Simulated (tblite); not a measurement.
Start geometry of `CC#C[C]1CC(=S)S1` [radical] from a force field or distance geometry (Å):
```
atom  x, y, z in Å
C1     3.1172   -0.4903    0.1011
C2     1.6462   -0.3913    0.1755
C3     0.4644   -0.3241    0.2634
C4    -0.9480   -0.2251    0.3385
C5    -1.8808    0.2286   -0.6869
C6    -2.8915    0.6735    0.3429
S7    -4.3998    1.2727    0.1802
S8    -1.8658    0.3312    1.6716
H9     3.4324   -1.5316   -0.0054
H10    3.4810    0.0733   -0.7536
H11    3.5731   -0.0831    1.0024
H12   -1.4941    1.0424   -1.3130
H13   -2.2387   -0.5758   -1.3344
```

Task: What comes out of this run: GFN2-xTB geometry optimisation, gas phase in tblite?

Result: 
```
atom  x, y, z in Å
C1     3.1257   -0.5861    0.1189
C2     1.7150   -0.3164    0.1890
C3     0.5190   -0.0890    0.2306
C4    -0.8101    0.1648    0.3093
C5    -1.8896    0.3306   -0.7121
C6    -2.9481    0.5706    0.3216
S7    -4.5324    0.8691    0.2387
S8    -1.8396    0.4105    1.6975
H9     3.3011   -1.6593    0.0233
H10    3.5646   -0.0827   -0.7431
H11    3.6163   -0.2307    1.0252
H12   -1.7483    1.1750   -1.3924
H13   -2.0779   -0.5559   -1.3240
```

The energy falls by 6.7 kcal/mol over 52 L-BFGS steps, the largest force on an atom goes from 4.26 to 0.009 eV/Å, and the atoms move by 0.228 Å rms after alignment. Among the bonds, C3–C4 and C6–S8 change most and about equally (-0.062 to +0.061 Å). Bonds longer at the end by more than 0.005 Å: 4 of 13; shorter: 4. Among the angles that change most is C3–C4–C5, from 128.4° to 133.6°. Among the dihedrals that turn most is C3–C4–C5–H13, from 90° to 63°. Rotational constants go from 5901, 590.2, 547.2 to 6200, 581.4, 535.1 MHz. The orientation of the end geometry is arbitrary; only internal coordinates are fixed.

Time: 0.54 s of wall time. Hardware: Arm Neoverse N1, one thread, shared host with 64 logical CPUs at a one-minute load of 12.

GFN2-xTB frequencies show an imaginary mode (28i cm⁻¹), so the point is no minimum at that level. 3 starts were optimised and ended at 0.00, 0.00 and 8.32 kcal/mol (GFN2-xTB); the lowest of these is shown.

These are computed values.
